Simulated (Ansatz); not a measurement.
The cluster ReO3⁺. Total charge 1; singlet. Geometry r2SCAN-D4/def2-TZVP.

Cartesian coordinates in Å:
```
Re -1.175 -0.078 0.048
O 0.379 -0.170 -0.753
O 1.595 -0.111 -0.884
O -0.799 0.358 1.589
```

In the def2 sets Re takes a core potential; there is no spin–orbit coupling. The structure holds one bond between oxygen atoms, so isomers without such links may lie far lower. The restricted singlet is unstable towards broken spin symmetry at other levels; at PBE-D4/def2-TZVP, r2SCAN-D4/def2-TZVP, PBE0-D4/def2-TZVP, ωB97M-V/def2-TZVP this wasn't settled. No other spin state of charge 1 was run. The geometry of the singlet was relaxed on an unsound state (restricted singlet, unstable towards broken spin symmetry at other levels and untested here). Another isomer (triplet) lies 1.69 eV lower at PBE0-D4/def2-TZVP; other spin states weren't run for this one.

**Question.** Estimate the orbital energies around the gap (eV) in Ansatz with PBE-D4/def2-TZVP, r2SCAN-D4/def2-TZVP, PBE0-D4/def2-TZVP, ωB97M-V/def2-TZVP.

**Answer.** 
```json
{"orbital": "HOMO−5", "PBE-D4/def2-TZVP": "-17.73", "r2SCAN-D4/def2-TZVP": "-18.06", "PBE0-D4/def2-TZVP": "-19.38", "ωB97M-V/def2-TZVP": "-21.72"}
{"orbital": "HOMO−4", "PBE-D4/def2-TZVP": "-17.35", "r2SCAN-D4/def2-TZVP": "-17.60", "PBE0-D4/def2-TZVP": "-18.79", "ωB97M-V/def2-TZVP": "-21.11"}
{"orbital": "HOMO−3", "PBE-D4/def2-TZVP": "-17.22", "r2SCAN-D4/def2-TZVP": "-17.53", "PBE0-D4/def2-TZVP": "-18.76", "ωB97M-V/def2-TZVP": "-21.07"}
{"orbital": "HOMO−2", "PBE-D4/def2-TZVP": "-13.91", "r2SCAN-D4/def2-TZVP": "-14.01", "PBE0-D4/def2-TZVP": "-14.83", "ωB97M-V/def2-TZVP": "-16.64"}
{"orbital": "HOMO−1", "PBE-D4/def2-TZVP": "-13.39", "r2SCAN-D4/def2-TZVP": "-13.53", "PBE0-D4/def2-TZVP": "-14.53", "ωB97M-V/def2-TZVP": "-16.63"}
{"orbital": "HOMO", "PBE-D4/def2-TZVP": "-12.25", "r2SCAN-D4/def2-TZVP": "-12.53", "PBE0-D4/def2-TZVP": "-13.56", "ωB97M-V/def2-TZVP": "-15.78"}
{"orbital": "LUMO", "PBE-D4/def2-TZVP": "-11.58", "r2SCAN-D4/def2-TZVP": "-11.53", "PBE0-D4/def2-TZVP": "-10.74", "ωB97M-V/def2-TZVP": "-8.57"}
{"orbital": "LUMO+1", "PBE-D4/def2-TZVP": "-11.08", "r2SCAN-D4/def2-TZVP": "-11.01", "PBE0-D4/def2-TZVP": "-10.43", "ωB97M-V/def2-TZVP": "-8.44"}
{"orbital": "LUMO+2", "PBE-D4/def2-TZVP": "-10.56", "r2SCAN-D4/def2-TZVP": "-10.43", "PBE0-D4/def2-TZVP": "-9.56", "ωB97M-V/def2-TZVP": "-7.15"}
{"orbital": "LUMO+3", "PBE-D4/def2-TZVP": "-9.68", "r2SCAN-D4/def2-TZVP": "-9.43", "PBE0-D4/def2-TZVP": "-8.69", "ωB97M-V/def2-TZVP": "-6.50"}
{"orbital": "LUMO+4", "PBE-D4/def2-TZVP": "-8.41", "r2SCAN-D4/def2-TZVP": "-8.11", "PBE0-D4/def2-TZVP": "-7.64", "ωB97M-V/def2-TZVP": "-5.79"}
{"orbital": "LUMO+5", "PBE-D4/def2-TZVP": "-5.55", "r2SCAN-D4/def2-TZVP": "-5.17", "PBE0-D4/def2-TZVP": "-4.82", "ωB97M-V/def2-TZVP": "-3.20"}
```
